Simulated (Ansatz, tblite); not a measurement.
Cost and result up the ladder for GeCl2H2 (GeH2Cl2) (5 atoms). Charge 0, multiplicity 1. Geometry: r2SCAN-D4/def2-TZVP.

```xyz
5

Ge    0.088    0.147   -0.048
Cl   -0.203   -1.597   -1.257
Cl   -0.864   -0.182    1.843
H    -0.606    1.321   -0.733
H     1.586    0.312    0.196
```

Ansatz on 4 threads of Intel Xeon on a shared host; xTB runs through tblite on one thread. Times are rough, summed over both states, and most runs start from the orbitals of an earlier one. PBE0-D4/def2-TZVP serves as the yardstick here, not as an exact answer. The other state is a doublet.

The xTB rows come from tblite. Correlated methods freeze 19 core orbitals; core or outer-core shells of Ge are correlated, in sets that lack core-valence functions.

Raw xTB energies of ions are shifted by several eV.

```tsv
level	functions	wall time	vertical IE (eV)	difference from PBE0-D4/def2-TZVP (eV)	remarks
GFN2-xTB	29	0.007 s	14.72	3.56	–
GFN1-xTB	31	0.008 s	15.24	4.08	–
PBE-D4/def2-TZVP	134	1.9 s	10.65	-0.51	–
r2SCAN-D4/def2-TZVP (with forces)	134	4.4 s	10.91	-0.25	–
PBE0-D4/def2-TZVP	134	4.6 s	11.16	0.00	–
CCSD(T)/def2-TZVPP	160	61 s	11.62	0.46	large T1 (+1 doublet)
```
